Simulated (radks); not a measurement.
The numbers below are computed, except where a source is named.
Q: Radial electron density D(r) = 4 pi r^2 rho(r) of an atom or ion with 60 electrons. Level of theory: Dirac Kohn-Sham, PBE, spin-unpolarised, spherical densities, point nucleus (a radial shooting solver on a logarithmic mesh with Libxc functionals).

```
   r/bohr * D(r) (the largest magnitude, 109, reaches the edge; | marks zero)
 0.001111 | *
 0.001304 |  *
 0.001531 |   *
 0.001796 |    *
 0.002091 |     *
 0.002454 |       *
  0.00288 |         *
 0.003379 |           *
 0.003966 |              *
 0.004654 |                 *
 0.005461 |                     *
 0.006409 |                         *
 0.007521 |                             *
 0.008826 |                                 *
  0.01027 |                                     *
  0.01206 |                                        *
  0.01415 |                                         *
   0.0166 |                                          *
  0.01949 |                                         *
  0.02287 |                                       *
  0.02683 |                                     *
  0.03149 |                                     *
  0.03695 |                                      *
  0.04337 |                                          *
  0.05089 |                                               *
  0.05924 |                                                    *
  0.06952 |                                                      *
  0.08159 |                                                    *
  0.09574 |                                               *
   0.1124 |                                          *
   0.1319 |                                        *
   0.1547 |                                           *
   0.1816 |                                               *
   0.2131 |                                              *
   0.2501 |                                       *
   0.2911 |                             *
   0.3416 |                    *
   0.4009 |                  *
   0.4704 |                     *
   0.5521 |                      *
   0.6479 |                   *
   0.7603 |              *
   0.8922 |         *
    1.047 |      *
    1.229 |     *
    1.442 |    *
    1.679 |  *
     1.97 | *
    2.312 |*
    2.713 *
    3.183 *
    3.736 *
    4.384 *
    5.144 *
    6.037 *
    7.085 *
    8.248 *
    9.679 *
    11.36 *
    13.33 *
    15.64 *
```

What is the nuclear charge?

A: Z = 62. The innermost maximum, from 1s, lies near gamma/Z bohr with gamma = sqrt(1 - (Z/c)^2) = 0.892, here 0.0144 bohr (found: 0.0158), and its height grows with Z. The density is that of the samarium ion Sm2+ in [Xe] 4f5 5f1; the configuration itself is not fixed sharply by these data, and Z only to a few units. D(r) has 5 maxima, at r = 0.0158, 0.0701, 0.197, 0.539, 5.14 bohr, and minima at 0.0307, 0.129, 0.391, 3.92 bohr, inside which lie 2.02, 11.16, 29.26, 59.17 electrons.
